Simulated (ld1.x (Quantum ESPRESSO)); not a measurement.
Configuration tests for holmium (Ho) (TM)

holmium, norm-conserving Troullier–Martins (Kleinman–Bylander form), made with ld1.x (Quantum ESPRESSO) 7.5 (PBE, scalar-relativistic). Core [Xe], reference 4f10 5d0 6s0 6p0 (charge +3). Waves: 6s (bound, empty): rc 2.80 bohr; 6p (bound, empty): rc 3.50 bohr; 5d (bound, empty): rc 2.30 bohr; 4f (bound): rc 1.30 bohr. Local part: all-electron potential smoothed inside 1.65 bohr (lloc = -1). Core correction: a·sin(br)/r model core, default radius (core density twice the valence density).

Energies are relative to the spin-unpolarised reference configuration 4f10 5d0 6s0 6p0; without spin polarisation the order of configurations can differ from experiment. Not all tests gave a result: 1 of 7 tests not solved or not reliable. Left out of the table: 4f11 5d0 6s1 6p0 (solver errors, printed error -1.1 eV). The frozen-core shift is the all-electron ΔE with the core orbitals held at their reference shape minus the fully relaxed ΔE.

```csv
valence configuration,charge,ΔE all-electron (eV),error AE − PS (meV),frozen-core shift (meV)
4f11 5d0 6s0 6p0,+2,-25.962,-1163,+1103
4f11 5d0 6s0 6p1,+1,-34.241,-1030,+1180
4f11 5d1 6s1 6p0,0,-41.293,-3171,+1471
4f10 5d1 6s2 6p0,0,-39.477,-115,+255
```

Question: What are ΔE and the potential's error for 4f11 5d0 6s1 6p1?

Answer: ΔE = -41.348 eV all-electron; the error (AE − PS) is -987 meV.

Question: What are ΔE and the potential's error for 4f11 5d0 6s2 6p0?

Answer: ΔE = -44.081 eV all-electron; the error (AE − PS) is -1011 meV.

Levels in the configuration 4f11 5d0 6s0 6p0:

| level | all-electron (eV) | pseudo (eV) |
| --- | --- | --- |
| 4f | -17.279 | -15.366 |

These tests converged, but a pseudo level misses the all-electron one widely, so the file describes the atom poorly there or has found another state: 4f11 5d0 6s2 6p0: 4f by 1.5 eV; 4f11 5d0 6s1 6p1: 4f by 1.7 eV; 4f11 5d1 6s1 6p0: 6s by 2.8 eV (a node warning on the way).

Note: ghost states, extra bound levels that the all-electron valence spectrum of the same l lacks: s at -127.0 eV, p at -60.9 eV. A true bound ghost makes a file unfit for plane-wave use.
